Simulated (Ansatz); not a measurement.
The first iterations of a band of BClFHO + H2 (7 atoms, charge 0, multiplicity 1).

Method: RKS B3LYP-D4/def2-SVP in Ansatz 0.2.0.

```yaml
movable_images: 3
climbing_image: yes
spring: 5.0 eV/Å²
optimiser: quadratic models (default)
start_path: through a guess of the saddle point
force_threshold: 0.05 eV/Å
iteration_limit: 60
end_points: relaxed
```

Initial state:

```xyz
7
Properties=species:S:1:pos:R:3
B 0.068 -0.555 -0.126
F 0.056 -0.795 1.183
Cl 1.616 -0.431 -0.955
O -1.074 -0.414 -0.819
H -1.864 -0.509 -0.268
H 0.253 2.382 0.847
H 0.172 1.938 1.460
```

Final state:

```xyz
7
Properties=species:S:1:pos:R:3
B -0.015 0.443 -0.428
F 0.244 0.054 2.241
Cl 1.325 -0.521 -1.070
O -1.289 0.036 -0.497
H -1.401 -0.851 -0.869
H 0.212 1.535 0.026
H 0.150 0.920 1.920
```

| iteration | highest image above the first end (eV) | largest band force component (eV/Å) |
| --- | --- | --- |
| 1 | 3.725 | 5.105 |
| 2 | 2.505 | 1.884 |
| 3 | 2.153 | 1.302 |
| 4 | 1.987 | 1.161 |
| 5 | 1.705 | 0.675 |
| 6 | 1.695 | 0.656 |
| 7 | 1.733 | 0.779 |

Q: Does the band converge within its limit, and where does its top end?

A: It converged. It ended after 21 iterations with the highest image 2.226 eV above the first end. The profile has 2 maxima (images 1, 3) with wells between them (image 2): this band takes more than one step, which may be the mechanism or a detour left from its start path. Neighbouring images differ by up to 1.9 eV, so the band resolves the path poorly. Another band between the same ends (7 images) ends at a top of the same energy, where a vibrational analysis finds 1 clearly imaginary mode. So few images can step over the top or miss a turn of the path. The orbitals stay closed-shell, which can raise the energy where a bond breaks towards radicals; this wasn't checked here.

Time of the run: 76 s on 2 threads of Arm Neoverse V2, with other jobs on the host, peak memory 0.16 GiB.
